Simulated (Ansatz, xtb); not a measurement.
Relative energy of two isomers of C4H9BSi

We compare a, `C#CB(C)C[SiH3]`, a singlet, with b, `BC#C[SiH2]CC`, a singlet. Both are isolated molecules in the gas phase, relaxed with B3LYP-D3(BJ)/def2-SVP; each stands in its lowest conformer found.

a (Å):

```xyz
15

C    -0.8925    4.0031   -0.5922
C    -0.7769    2.8176   -0.8540
C     0.0298    0.8971   -2.5425
C    -1.1864    0.2740   -0.1705
B    -0.6377    1.3274   -1.1834
Si   -3.0172   -0.0630   -0.5562
H    -0.9944    5.0479   -0.3627
H    -0.1877   -0.1418   -2.8342
H    -0.2083    1.5745   -3.3778
H     1.1261    0.9719   -2.3972
H    -1.1603    0.6153    0.8773
H    -0.6784   -0.7013   -0.2589
H    -3.5401   -1.1213    0.3576
H    -3.1730   -0.5351   -1.9634
H    -3.8295    1.1734   -0.3749
```

b (Å):

```xyz
15

C    -2.4952    1.1633    1.2976
C    -2.1174    1.1953    0.1266
C    -0.6168   -0.4088   -2.0043
C     0.6018   -0.6703   -1.1104
B    -2.9626    1.1272    2.7272
Si   -1.5209    1.2013   -1.6194
H    -2.4348    0.3873    3.5194
H    -3.8681    1.8379    3.0852
H    -0.6077    2.3733   -1.7537
H    -2.6928    1.3857   -2.5220
H    -0.3243   -0.3781   -3.0691
H    -1.3488   -1.2306   -1.9147
H     1.3603    0.1221   -1.2198
H     1.0866   -1.6281   -1.3583
H     0.3170   -0.7069   -0.0468
```

Quicker runs give these differences E(b) − E(a): GFN2-xTB −9.7 kJ/mol; HF/STO-3G +2.0 kJ/mol (at GFN2-xTB geometries); r2SCAN-D4/def2-SVP +48.9 kJ/mol (at GFN2-xTB geometries).

**Question.** Estimate which is lower in electronic energy at CCSD(T)/def2-SVP + ΔMP2/def2-TZVPP, and by roughly how much.

**Answer.** The CCSD(T)/def2-SVP + ΔMP2/def2-TZVPP calculation puts structure a lower, by 41.4 kJ/mol.

Level by level:

```json
{"level": "GFN2-xTB", "geometry": "GFN2-xTB", "E(b) − E(a) (kJ/mol)": "−9.7", "departure from the last row (kJ/mol)": "−51.1", "job, with rough time for the two": "optimisation, 0.2 s"}
{"level": "HF/STO-3G", "geometry": "GFN2-xTB", "E(b) − E(a) (kJ/mol)": "+2.0", "departure from the last row (kJ/mol)": "−39.4", "job, with rough time for the two": "single point, 0.32 s"}
{"level": "r2SCAN-D4/def2-SVP", "geometry": "GFN2-xTB", "E(b) − E(a) (kJ/mol)": "+48.9", "departure from the last row (kJ/mol)": "+7.4", "job, with rough time for the two": "single point, 3.5 s"}
{"level": "B3LYP-D3(BJ)/def2-SVP", "geometry": "B3LYP-D3(BJ)/def2-SVP", "E(b) − E(a) (kJ/mol)": "+42.3", "departure from the last row (kJ/mol)": "+0.9", "job, with rough time for the two": "optimisation, 42 s"}
{"level": "HF/def2-SVP", "geometry": "B3LYP-D3(BJ)/def2-SVP", "E(b) − E(a) (kJ/mol)": "+32.0", "departure from the last row (kJ/mol)": "−9.5", "job, with rough time for the two": "part of the CCSD(T) run"}
{"level": "MP2/def2-SVP", "geometry": "B3LYP-D3(BJ)/def2-SVP", "E(b) − E(a) (kJ/mol)": "+46.4", "departure from the last row (kJ/mol)": "+5.0", "job, with rough time for the two": "part of the CCSD(T) run"}
{"level": "CCSD(T)/def2-SVP", "geometry": "B3LYP-D3(BJ)/def2-SVP", "E(b) − E(a) (kJ/mol)": "+44.2", "departure from the last row (kJ/mol)": "+2.8", "job, with rough time for the two": "single point"}
{"level": "CCSD(T)/def2-SVP + ΔMP2/def2-TZVPP", "geometry": "B3LYP-D3(BJ)/def2-SVP", "E(b) − E(a) (kJ/mol)": "+41.4", "departure from the last row (kJ/mol)": "", "job, with rough time for the two": "single point, 46 s"}
```

As drawn, b has 1 C–Si, 1 C–C, 2 B–H in place of 2 C–B, 1 C–H, 1 Si–H.

GFN2-xTB puts the two in the other order. HF/STO-3G finds them nearly level. The largest departure from CCSD(T)/def2-SVP + ΔMP2/def2-TZVPP is that of GFN2-xTB, 51.1 kJ/mol. The last row adds to CCSD(T) the change of the MP2 difference between the two basis sets, here −2.8 kJ/mol.

With thermal terms from frequencies at re-optimised GFN2-xTB minima (ideal gas, soft modes damped towards free rotors, one conformer each, 298.15 K, 1 atm): on the last row, ΔE + ΔZPE = +44.0, ΔH = +44.3, ΔG = +43.8 kJ/mol.

The correlated steps freeze 10 core orbitals. Programs: Ansatz 0.2.0, xtb 6.7.1; the last row on 4 threads of Arm Neoverse V1 on a shared host.
